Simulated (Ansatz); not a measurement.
Program: Ansatz 0.2.0.

Basis-set series for `CN(C)B(O)O`. Charge 0, multiplicity 1. All single points use the PBE0-D4/def2-TZVP geometry. It is one conformer, not always the lowest.

```json
{"functional": "PBE0-D4", "basis": "def2-SVP", "functions": "124", "energy (Eh)": "-310.64115", "HOMO (eV)": "-6.40", "LUMO (eV)": "1.34"}
{"functional": "PBE0-D4", "basis": "def2-QZVPP", "functions": "582", "energy (Eh)": "-311.01728", "HOMO (eV)": "-6.62", "LUMO (eV)": "0.31"}
{"functional": "ωB97M-V", "basis": "def2-SVP", "functions": "124", "energy (Eh)": "-310.85665", "HOMO (eV)": "-8.71", "LUMO (eV)": "3.04"}
{"functional": "ωB97M-V", "basis": "def2-QZVPP", "functions": "582", "energy (Eh)": "-311.24465", "HOMO (eV)": "-8.93", "LUMO (eV)": "1.49"}
```

(1) Give the rows for def2-TZVPP. (An estimate is asked.)

## Answers

(1) The calculation gave: 
| functional | basis | functions | energy (Eh) | HOMO (eV) | LUMO (eV) |
| --- | --- | --- | --- | --- | --- |
| PBE0-D4 | def2-TZVPP | 298 | -310.99919 | -6.58 | 0.65 |
| ωB97M-V | def2-TZVPP | 298 | -311.22715 | -8.89 | 2.06 |

Positive LUMOs are unbound and depend on the basis.
